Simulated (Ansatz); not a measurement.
Sn₉H₁₆⁺, a cluster cut from cubic tin. The state is a doublet with charge 1. Geometry PBE-D4/def2-SVP, that of the neutral singlet; atoms count from 1.

Cartesian coordinates in Å:
```
Sn 2.556 -2.057 0.242
Sn -1.352 -1.958 -2.273
Sn -1.484 -1.193 2.255
Sn 1.621 2.172 1.868
Sn -2.288 2.275 -0.650
Sn -0.199 -2.637 0.205
Sn 3.040 0.696 -0.059
Sn -1.182 0.803 -2.774
Sn -1.129 1.568 1.818
H 3.375 -2.961 -0.995
H 3.216 -2.572 1.764
H -0.593 -2.856 -3.552
H -3.027 -2.415 -2.256
H -0.828 -1.642 3.800
H -3.177 -1.580 2.284
H 2.251 1.783 3.439
H 1.864 3.875 1.630
H -3.993 1.950 -0.579
H -2.105 3.979 -0.930
H -0.416 -4.346 0.473
H 4.742 1.020 0.073
H 2.540 1.194 -1.643
H -1.998 1.192 -4.258
H 0.484 1.246 -2.967
H -1.922 2.463 3.086
```

In the def2 sets Sn takes a core potential; there is no spin–orbit coupling. Single mean-field runs in def2-TZVP are fitted with def2-universal-jkfit.

Problem. Estimate the Mulliken populations from the PBE0/def2-TZVP orbitals of Ansatz.

Solution. 
| atom | charge (e) | spin (α − β) |
| --- | --- | --- |
| Sn1 | 0.10 | 0.14 |
| Sn2 | 0.10 | 0.14 |
| Sn3 | 0.06 | -0.02 |
| Sn4 | 0.10 | 0.14 |
| Sn5 | 0.10 | 0.14 |
| Sn6 | 0.06 | 0.14 |
| Sn7 | 0.11 | 0.14 |
| Sn8 | 0.11 | 0.13 |
| Sn9 | 0.06 | 0.14 |
| H10 | 0.02 | 0.00 |
| H11 | 0.01 | 0.00 |
| H12 | 0.02 | 0.00 |
| H13 | 0.01 | 0.00 |
| H14 | 0.01 | 0.00 |
| H15 | 0.01 | 0.00 |
| H16 | 0.01 | 0.00 |
| H17 | 0.02 | 0.00 |
| H18 | 0.01 | 0.00 |
| H19 | 0.02 | 0.00 |
| H20 | 0.02 | -0.01 |
| H21 | 0.02 | -0.01 |
| H22 | -0.01 | -0.01 |
| H23 | 0.02 | -0.01 |
| H24 | -0.01 | -0.01 |
| H25 | 0.02 | -0.01 |
Mulliken values depend strongly on the basis.

Problem. Where does the spin sit?

Solution. Summed by element: Sn 1.08, H -0.08, of 1 unpaired in all. Largest on single atoms: Sn1 0.14, Sn4 0.14, Sn6 0.14.

Problem. And the Mayer bond orders between heavy atoms (over 0.3)?

Solution. Sn1–Sn6 0.77 (2.82 Å); Sn1–Sn7 0.78 (2.81 Å); Sn2–Sn6 0.78 (2.82 Å); Sn2–Sn8 0.78 (2.81 Å); Sn3–Sn6 0.86 (2.82 Å); Sn3–Sn9 0.86 (2.82 Å); Sn4–Sn7 0.78 (2.81 Å); Sn4–Sn9 0.78 (2.82 Å); Sn5–Sn8 0.78 (2.81 Å); Sn5–Sn9 0.78 (2.82 Å).
